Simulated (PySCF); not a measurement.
Si(F)(Me)3 (C3H9FSi), SMILES C[Si](C)(C)F. The structure is a stationary point at PBE-D3(BJ)/def2-SVP.

Computed equilibrium geometry at PBE-D3(BJ)/def2-SVP (PySCF confirms it by a frequency run) as a Z-matrix, and its point group:
point group C3v.
```
Si
F 1 1.6561
C 1 1.8782 2 107.16
H 3 1.1090 1 111.10 2 -60.10
H 3 1.1090 4 107.95 1 -122.05
H 3 1.1098 4 107.83 5 -116.25
C 1 1.8782 2 107.16 3 -120.00
H 7 1.1090 1 111.10 2 60.10
H 7 1.1090 8 107.95 1 122.05
H 7 1.1098 8 107.83 9 116.25
C 1 1.8782 2 107.16 3 120.00
H 11 1.1090 1 111.10 2 60.10
H 11 1.1090 12 107.95 1 122.05
H 11 1.1098 12 107.83 13 116.25
```
